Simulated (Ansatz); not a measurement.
The same molecule with X = B, Al, Ga, In. Ansatz, PBE0-D4/def2-TZVP geometries, multiplicity 1. Each molecule was computed in one conformer, which needn't be the lowest.

Elements past krypton have def2 core potentials. Scalar relativity is left out up to krypton.

```csv
X,molecule,mean X–C bond length / Å,mean X–F bond length / Å,mean X–H bond length / Å,size of the dipole moment (PBE/def2-TZVPP) / D,LUMO energy (B3LYP/def2-TZVPP) / eV,HOMO energy (PBE/def2-TZVPP) / eV
B,`FBCF`,1.564,1.316,1.200,1.99,-1.13,-7.30
Al,`F[CH2][AlH][F]`,1.974,1.646,1.578,2.41,-1.40,-6.66
In,`F[CH2][InH][F]`,2.161,1.969,1.700,1.67,-1.98,-6.65
```

(1) Give the row for X = Ga, `F[CH2][GaH][F]`. (Estimate.)

## Answers

(1) The calculation gave: 
| X | molecule | mean X–C bond length / Å | mean X–F bond length / Å | mean X–H bond length / Å | size of the dipole moment (PBE/def2-TZVPP) / D | LUMO energy (B3LYP/def2-TZVPP) / eV | HOMO energy (PBE/def2-TZVPP) / eV |
| --- | --- | --- | --- | --- | --- | --- | --- |
| Ga | `F[CH2][GaH][F]` | 1.980 | 1.764 | 1.554 | 0.84 | -1.74 | -6.86 |

From B to In the mean X–C bond length rises at each step, by 0.597 Å in all; the mean X–F bond length rises at each step, by 0.653 Å in all; the mean X–H bond length isn't monotonic: highest at In, lowest at B; the LUMO energy (B3LYP/def2-TZVPP) falls at each step, by 0.85 eV in all; the HOMO energy (PBE/def2-TZVPP) isn't monotonic: highest at In, lowest at B. Bonds lengthen as the atom grows down the group. Dipoles are sizes alone, and their direction can turn along the series.

B3LYP here is the variant with VWN-RPA as its local correlation; programs differ in this.
